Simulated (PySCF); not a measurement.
**V²⁺ (vanadium, charge +2) across methods**

[Ar] 3d2 4p1, one real determinant (an excited configuration). Calculation: PySCF 2.14, in def2-TZVPPD (6s6p4d2f1g, 67 functions); no relativity, point nucleus.

| method | E (hartree) | mean ε 3p β (eV) | mean ε 3d α (eV) | mean ε 4p α (eV) | Σ⟨r²⟩ (bohr²) | ⟨S²⟩ |
| --- | --- | --- | --- | --- | --- | --- |
| TPSS | -942.740 | -66.563 | -29.539 | -15.970 | 24.22 | 3.751 |
| HSE06 | -942.524 | -68.764 | -31.257 | -16.284 | 24.28 | 3.751 |
| r2SCAN | -942.670 | -67.186 | -29.896 | -16.064 | 24.21 | 3.751 |
| UHF | -941.78809 | -76.375 | -38.305 | -18.015 | 24.93 | 3.753 |
| r2SCAN0 | -942.665 | -69.762 | -32.170 | -16.645 | 24.29 | 3.751 |
| PBE | -942.456 | -66.300 | -29.276 | -16.050 | 24.19 | 3.750 |
| LDA | -940.505 | -66.361 | -29.223 | -16.061 | 24.09 | 3.750 |
| PBE0 | -942.504 | -69.180 | -31.699 | -16.654 | 24.28 | 3.751 |

Question: Estimate the same row for r2SCANh.

Answer: E (hartree) = -942.668; mean ε 3p β (eV) = -68.216; mean ε 3d α (eV) = -30.802; mean ε 4p α (eV) = -16.297; Σ⟨r²⟩ (bohr²) = 24.24; ⟨S²⟩ = 3.751.

⟨L²⟩ = 13.98 against 20 for a pure G term, so this real determinant mixes terms.
